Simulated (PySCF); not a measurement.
Compound: C₂H₇FSi₂.
Cartesian coordinates in Å at the PBE0-D3(BJ)/def2-SVP level; atoms count from 1:
```xyz
12
C2H7FSi2 angstrom
F      1.3326    0.1409    2.1413
Si     1.1751   -0.1233    0.5396
C     -0.2187   -1.3388    0.1726
Si    -1.2123    0.1335   -0.5284
C      0.2775    1.3054   -0.3012
H      2.5318   -0.4694    0.0250
H      0.0460   -2.1048   -0.5743
H     -0.6559   -1.8469    1.0455
H     -2.3800    0.5041    0.3268
H     -1.6653   -0.0374   -1.9426
H      0.1009    2.1900    0.3295
H      0.7428    1.6414   -1.2416
```

Method: PBE0-D3(BJ)/def2-SVP geometry optimisation, gas phase in PySCF 2.14.0.

Masses are those of the commonest isotopes; rigid-rotor values at the optimised geometry. 

Question: Give the principal moments of inertia and the rotational constants in MHz.

Answer: Ia = 88.91, Ib = 222.04, Ic = 255.28 u·Å²; 505379 MHz·u·Å²/I gives A = 5684, B = 2276, C = 1980 MHz.

Question: What kind of rotor is it?

Answer: An asymmetric top: κ = (2 × 2276 − 5684 − 1980)/(5684 − 1980) = -0.84.

Question: Is it planar, by Δ = Ic − Ia − Ib?

Answer: Not planar: Δ = Ic − Ia − Ib = -55.67 u·Å². For a rigid frame Δ = −2 Σ m c², so Σ m c² = 27.83 u·Å² lies off the ab plane: 9.73 from hydrogen and 18.11 from heavier atoms. The atom farthest from that plane is 1.80 Å away.

Question: Give the other two planar moments, Paa and Pbb, and the rms extents of the mass along the axes.

Answer: Paa = Σ m a² = (Ib + Ic − Ia)/2 = 194.20 and Pbb = Σ m b² = (Ia + Ic − Ib)/2 = 61.08 u·Å². With the mass M = 106.01 u, the rms extents √(P/M) along a, b and c are 1.35, 0.76, 0.51 Å.

Question: List the rotational levels J(Ka,Kc) to J = 4 (MHz).

Answer: Above 0(0,0):
J = 1: 1(0,1) 4256, 1(1,1) 7664, 1(1,0) 7960
J = 2: 2(0,2) 12749, 2(1,2) 15879, 2(1,1) 16768, 2(2,1) 26992, 2(2,0) 27011
J = 3: 3(0,3) 25443, 3(1,3) 28190, 3(1,2) 29968, 3(2,2) 39759, 3(2,1) 39851, 3(3,1) 57551, 3(3,0) 57552
J = 4: 4(0,4) 42285, 4(1,4) 44586, 4(1,3) 47545, 4(2,3) 56768, 4(2,2) 57041, 4(3,2) 74610, 4(3,1) 74615, 4(4,1) 99471, 4(4,0) 99471

Question: Which lines would a microwave search look for?

Answer: The dipole components are |μa| = 1.18 D, |μb| = 0.00 D, |μc| = 0.98 D; the mirror of this Cs structure is the ac plane, so μb vanishes by symmetry (the 0.01 D computed is a residue) and there are no b-type lines. The squared components, which scale the intensities, stand as 1.00 : 0.69 (a : c). Some lines, for components of 0.1 D or more:

```tsv
type	branch	J(Ka,Kc)	MHz	lower level (cm⁻¹)
a	Q	2(1,1) ← 2(1,2)	889	0.530
c	Q	2(1,2) ← 2(0,2)	3130	0.425
c	Q	1(1,1) ← 1(0,1)	3408	0.142
a	R	1(0,1) ← 0(0,0)	4256	0.000
c	R	1(1,0) ← 0(0,0)	7960	0.000
a	R	2(1,2) ← 1(1,1)	8215	0.256
a	R	2(0,2) ← 1(0,1)	8493	0.142
a	R	2(1,1) ← 1(1,0)	8808	0.266
c	Q	2(2,1) ← 2(1,1)	10224	0.559
c	R	2(1,1) ← 1(0,1)	12512	0.142
c	R	2(2,0) ← 1(1,0)	19050	0.266
c	R	2(2,1) ← 1(1,1)	19328	0.256
```

Question: Estimate the classical rotational partition function at 10 K, 50 K and 200 K.

Answer: Point group Cs, symmetry number σ = 1; q = (√π/σ)·√((kT/h)³/(ABC)), k/h = 20836.6 MHz/K: 1050 at 10 K, 11800 at 50 K, 94200 at 200 K.

PBE0-D3(BJ)/def2-SVP frequencies: not computed here. No vibrational averaging or centrifugal distortion is included, and the geometry carries the error of its method.

Hardware: an Arm Neoverse V2 with one thread, shared host. Cost: 23 s of wall time, 0.47 GiB resident at most. This is the geometry optimisation.
